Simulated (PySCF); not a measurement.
# Computed records: CH$_{3}$B$_{2}$, B$_{2}$H$_{2}$N

Calculation on a computer-drawn molecule: vertical ionisation energy to the stated ion spin, frozen-core CCSD(T) at the basis limit and cheaper methods, single-reference cases, UHF for radicals, no spin-orbit; all values are single points at the evaluated structure, the first of each entry, which is the reference or a displaced copy of it and isn't optimised; the reference structure only sets the zero of the energies above reference; triples share is (T) over the correlation energy. Program: PySCF 2.14.0.

Common to all runs: charge 1; multiplicity 1; ion multiplicity 2; diffuse functions no; basis cc-pVnZ; reference is the Hartree-Fock double-zeta minimum; best is HF at quadruple zeta + MP2 correlation extrapolated from triple and quadruple zeta + CCSD(T) minus MP2 at triple zeta; basis step is the size of the change from the same recipe one zeta lower.

```yaml
- entry: 1
  formula: CH3B2
  evaluated_structure:
    atoms_angstrom:
      - [B, -1.9522, -0.817, 1.2918]
      - [C, -2.0284, 0.6191, 0.8539]
      - [B, -1.4398, 1.2226, -0.4929]
      - [H, -1.7295, -2.0258, 1.5145]
      - [H, -2.5182, 1.2169, 1.5999]
      - [H, -1.0608, 1.6106, -1.3916]
  reference_structure:
    atoms_angstrom:
      - [B, -1.8551, -0.8017, 1.2507]
      - [C, -2.0197, 0.5595, 0.8817]
      - [B, -1.5245, 1.1265, -0.3221]
      - [H, -1.717, -1.9262, 1.5511]
      - [H, -2.5638, 1.2144, 1.5703]
      - [H, -1.1141, 1.5906, -1.3171]
  given:
    drawn_bonds_atom: [1, 2, 1, 2, 3]
    drawn_bonds_other_atom: [2, 3, 4, 5, 6]
    drawn_bonds_order: [2, 1, 1, 1, 1]
  results:
    "ionisation_energy_best [eV]": 16.14
    "ionisation_energy_basis_step [eV]": 0.01318
    "energy_above_reference_best [kcal/mol]": 24.8
    "energy_above_reference_basis_step [kcal/mol]": 0.962
    triple_zeta_method: [HF, PBE, r2SCAN, B3LYP, wB97X, MP2, CCSD, "CCSD(T)"]
    "triple_zeta_ionisation_energy [eV]": [14.29, 16.32, 16.1, 16.15, 15.88, 16.06, 15.83, 16.04]
    "triple_zeta_energy_above_reference [kcal/mol]": [26.04, 24.11, 25.61, 25.37, 26.16, 24.79, 24.56, 23.77]
    "ionisation_energy_Koopmans_at_triple_zeta [eV]": 15.58
    "ionisation_energy_EOM_CCSD_at_triple_zeta [eV]": 15.98
    "total_energy_HF_triple_zeta [hartree]": -88.6321
    "total_energy_CCSD(T)_triple_zeta [hartree]": -88.9850
    "total_energy_best [hartree]": -89.0236
    T1_diagnostic_at_triple_zeta: 0.01723
    D1_diagnostic_at_triple_zeta: 0.04267
    ion_T1_diagnostic_at_triple_zeta: 0.01263
    ion_D1_diagnostic_at_triple_zeta: 0.03653
    ion_spin_squared_at_triple_zeta: 0.7566
    triples_share_at_triple_zeta: 0.04684
    basis_functions_triple_zeta: 132
- entry: 2
  formula: CH3B2
  evaluated_structure:
    atoms_angstrom:
      - [B, -1.9522, -0.817, 1.2918]
      - [C, -2.0284, 0.6191, 0.8539]
      - [B, -1.4142, 1.2488, -0.5514]
      - [H, -1.7295, -2.0258, 1.5145]
      - [H, -2.5182, 1.2169, 1.5999]
      - [H, -1.0352, 1.6368, -1.4501]
  reference_structure:
    atoms_angstrom:
      - [B, -1.8551, -0.8017, 1.2507]
      - [C, -2.0197, 0.5595, 0.8817]
      - [B, -1.5245, 1.1265, -0.3221]
      - [H, -1.717, -1.9262, 1.5511]
      - [H, -2.5638, 1.2144, 1.5703]
      - [H, -1.1141, 1.5906, -1.3171]
  given:
    drawn_bonds_atom: [1, 2, 1, 2, 3]
    drawn_bonds_other_atom: [2, 3, 4, 5, 6]
    drawn_bonds_order: [2, 1, 1, 1, 1]
  results:
    "ionisation_energy_best [eV]": 15.92
    "ionisation_energy_basis_step [eV]": 0.01168
    "energy_above_reference_best [kcal/mol]": 33.77
    "energy_above_reference_basis_step [kcal/mol]": 1.161
    triple_zeta_method: [HF, PBE, r2SCAN, B3LYP, wB97X, MP2, CCSD, "CCSD(T)"]
    "triple_zeta_ionisation_energy [eV]": [14.06, 16.11, 15.88, 15.93, 15.64, 15.83, 15.61, 15.82]
    "triple_zeta_energy_above_reference [kcal/mol]": [35.6, 32.79, 34.8, 34.46, 35.52, 33.95, 33.58, 32.55]
    "ionisation_energy_Koopmans_at_triple_zeta [eV]": 15.36
    "ionisation_energy_EOM_CCSD_at_triple_zeta [eV]": 15.76
    "total_energy_HF_triple_zeta [hartree]": -88.6169
    "total_energy_CCSD(T)_triple_zeta [hartree]": -88.9710
    "total_energy_best [hartree]": -89.0093
    T1_diagnostic_at_triple_zeta: 0.01838
    D1_diagnostic_at_triple_zeta: 0.0478
    ion_T1_diagnostic_at_triple_zeta: 0.01322
    ion_D1_diagnostic_at_triple_zeta: 0.03985
    ion_spin_squared_at_triple_zeta: 0.7573
    triples_share_at_triple_zeta: 0.04773
    basis_functions_triple_zeta: 132
- entry: 3
  formula: B2H2N
  evaluated_structure:
    atoms_angstrom:
      - [B, -3.0028, 0.7074, -1.6379]
      - ["N", -2.0912, 0.9107, -0.6602]
      - [B, -1.1377, 1.0826, 0.2709]
      - [H, -3.6424, 0.6143, -2.4466]
      - [H, -0.3515, 1.2364, 1.197]
  reference_structure:
    atoms_angstrom:
      - [B, -2.9388, 0.759, -1.5943]
      - ["N", -2.055, 0.9117, -0.6738]
      - [B, -1.1712, 1.0642, 0.2466]
      - [H, -3.7422, 0.6203, -2.4311]
      - [H, -0.3676, 1.2031, 1.0834]
  given:
    drawn_bonds_atom: [1, 2, 1, 3]
    drawn_bonds_other_atom: [2, 3, 4, 5]
    drawn_bonds_order: [2, 1, 1, 1]
  results:
    "ionisation_energy_best [eV]": 19.23
    "ionisation_energy_basis_step [eV]": 0.02273
    "energy_above_reference_best [kcal/mol]": 13.3
    "energy_above_reference_basis_step [kcal/mol]": 0.9199
    triple_zeta_method: [HF, PBE, r2SCAN, B3LYP, wB97X, MP2, CCSD, "CCSD(T)"]
    "triple_zeta_ionisation_energy [eV]": [17.17, 19.39, 19.14, 19.21, 18.98, 19.28, 18.89, 19.11]
    "triple_zeta_energy_above_reference [kcal/mol]": [16.04, 12.43, 13.5, 13.63, 14.14, 12.47, 13.36, 12.49]
    "ionisation_energy_Koopmans_at_triple_zeta [eV]": 19.27
    "ionisation_energy_EOM_CCSD_at_triple_zeta [eV]": 18.99
    "total_energy_HF_triple_zeta [hartree]": -104.7604
    "total_energy_CCSD(T)_triple_zeta [hartree]": -105.1394
    "total_energy_best [hartree]": -105.1869
    T1_diagnostic_at_triple_zeta: 0.01557
    D1_diagnostic_at_triple_zeta: 0.03616
    ion_T1_diagnostic_at_triple_zeta: 0.01205
    ion_D1_diagnostic_at_triple_zeta: 0.03081
    ion_spin_squared_at_triple_zeta: 0.757
    triples_share_at_triple_zeta: 0.04725
    basis_functions_triple_zeta: 118
- entry: 4
  formula: B2H2N
  evaluated_structure:
    atoms_angstrom:
      - [B, -2.9269, 0.7473, -1.5718]
      - ["N", -2.0533, 0.9281, -0.6783]
      - [B, -1.1523, 1.1218, 0.2325]
      - [H, -3.7424, 0.6645, -2.403]
      - [H, -0.3596, 1.2367, 1.056]
  reference_structure:
    atoms_angstrom:
      - [B, -2.9388, 0.759, -1.5943]
      - ["N", -2.055, 0.9117, -0.6738]
      - [B, -1.1712, 1.0642, 0.2466]
      - [H, -3.7422, 0.6203, -2.4311]
      - [H, -0.3676, 1.2031, 1.0834]
  given:
    drawn_bonds_atom: [1, 2, 1, 3]
    drawn_bonds_other_atom: [2, 3, 4, 5]
    drawn_bonds_order: [2, 1, 1, 1]
  results:
    "ionisation_energy_best [eV]": 19.99
    "ionisation_energy_basis_step [eV]": 0.02817
    "energy_above_reference_best [kcal/mol]": 0.922
    "energy_above_reference_basis_step [kcal/mol]": 0.08947
    triple_zeta_method: [HF, PBE, r2SCAN, B3LYP, wB97X, MP2, CCSD, "CCSD(T)"]
    "triple_zeta_ionisation_energy [eV]": [18.02, 20.12, 19.91, 19.98, 19.77, 20.03, 19.67, 19.87]
    "triple_zeta_energy_above_reference [kcal/mol]": [0.6492, 1.137, 0.9191, 0.844, 0.913, 1.001, 0.9521, 1.043]
    "ionisation_energy_Koopmans_at_triple_zeta [eV]": 20.08
    "ionisation_energy_EOM_CCSD_at_triple_zeta [eV]": 19.77
    "total_energy_HF_triple_zeta [hartree]": -104.7849
    "total_energy_CCSD(T)_triple_zeta [hartree]": -105.1577
    "total_energy_best [hartree]": -105.2067
    T1_diagnostic_at_triple_zeta: 0.01352
    D1_diagnostic_at_triple_zeta: 0.03098
    ion_T1_diagnostic_at_triple_zeta: 0.01063
    ion_D1_diagnostic_at_triple_zeta: 0.02569
    ion_spin_squared_at_triple_zeta: 0.7557
    triples_share_at_triple_zeta: 0.04396
    basis_functions_triple_zeta: 118
- entry: 5
  formula: B2H2N
  evaluated_structure:
    atoms_angstrom:
      - [B, -2.9269, 0.7473, -1.5718]
      - ["N", -2.1363, 0.9109, -0.7632]
      - [B, -1.2353, 1.1046, 0.1476]
      - [H, -3.7424, 0.6645, -2.403]
      - [H, -0.4426, 1.2195, 0.9711]
  reference_structure:
    atoms_angstrom:
      - [B, -2.9388, 0.759, -1.5943]
      - ["N", -2.055, 0.9117, -0.6738]
      - [B, -1.1712, 1.0642, 0.2466]
      - [H, -3.7422, 0.6203, -2.4311]
      - [H, -0.3676, 1.2031, 1.0834]
  given:
    drawn_bonds_atom: [1, 2, 1, 3]
    drawn_bonds_other_atom: [2, 3, 4, 5]
    drawn_bonds_order: [2, 1, 1, 1]
  results:
    "ionisation_energy_best [eV]": 20.74
    "ionisation_energy_basis_step [eV]": 0.03362
    "energy_above_reference_best [kcal/mol]": 22.87
    "energy_above_reference_basis_step [kcal/mol]": 1.157
    triple_zeta_method: [HF, PBE, r2SCAN, B3LYP, wB97X, MP2, CCSD, "CCSD(T)"]
    "triple_zeta_ionisation_energy [eV]": [18.84, 20.7, 20.65, 20.72, 20.55, 20.77, 20.44, 20.62]
    "triple_zeta_energy_above_reference [kcal/mol]": [20.62, 24.15, 22.71, 22.14, 22.32, 24.12, 23.29, 24.19]
    "ionisation_energy_Koopmans_at_triple_zeta [eV]": 20.89
    "ionisation_energy_EOM_CCSD_at_triple_zeta [eV]": 20.54
    "total_energy_HF_triple_zeta [hartree]": -104.7531
    "total_energy_CCSD(T)_triple_zeta [hartree]": -105.1208
    "total_energy_best [hartree]": -105.1717
    T1_diagnostic_at_triple_zeta: 0.01232
    D1_diagnostic_at_triple_zeta: 0.02788
    ion_T1_diagnostic_at_triple_zeta: 0.01059
    ion_D1_diagnostic_at_triple_zeta: 0.02586
    ion_spin_squared_at_triple_zeta: 0.755
    triples_share_at_triple_zeta: 0.04109
    basis_functions_triple_zeta: 118
- entry: 6
  formula: B2H2N
  evaluated_structure:
    atoms_angstrom:
      - [B, -2.9269, 0.7473, -1.5718]
      - ["N", -1.9461, 0.9503, -0.5686]
      - [B, -1.0451, 1.144, 0.3422]
      - [H, -3.7424, 0.6645, -2.403]
      - [H, -0.2524, 1.2589, 1.1657]
  reference_structure:
    atoms_angstrom:
      - [B, -2.9388, 0.759, -1.5943]
      - ["N", -2.055, 0.9117, -0.6738]
      - [B, -1.1712, 1.0642, 0.2466]
      - [H, -3.7422, 0.6203, -2.4311]
      - [H, -0.3676, 1.2031, 1.0834]
  given:
    drawn_bonds_atom: [1, 2, 1, 3]
    drawn_bonds_other_atom: [2, 3, 4, 5]
    drawn_bonds_order: [2, 1, 1, 1]
  results:
    "ionisation_energy_best [eV]": 19.13
    "ionisation_energy_basis_step [eV]": 0.02276
    "energy_above_reference_best [kcal/mol]": 10.29
    "energy_above_reference_basis_step [kcal/mol]": 0.9505
    triple_zeta_method: [HF, PBE, r2SCAN, B3LYP, wB97X, MP2, CCSD, "CCSD(T)"]
    "triple_zeta_ionisation_energy [eV]": [17.07, 19.29, 19.05, 19.11, 18.88, 19.19, 18.79, 19.01]
    "triple_zeta_energy_above_reference [kcal/mol]": [13.35, 9.013, 10.48, 10.78, 11.01, 9.46, 10.36, 9.392]
    "ionisation_energy_Koopmans_at_triple_zeta [eV]": 19.2
    "ionisation_energy_EOM_CCSD_at_triple_zeta [eV]": 18.89
    "total_energy_HF_triple_zeta [hartree]": -104.7647
    "total_energy_CCSD(T)_triple_zeta [hartree]": -105.1444
    "total_energy_best [hartree]": -105.1918
    T1_diagnostic_at_triple_zeta: 0.01601
    D1_diagnostic_at_triple_zeta: 0.03719
    ion_T1_diagnostic_at_triple_zeta: 0.01215
    ion_D1_diagnostic_at_triple_zeta: 0.03116
    ion_spin_squared_at_triple_zeta: 0.7571
    triples_share_at_triple_zeta: 0.04761
    basis_functions_triple_zeta: 118
```
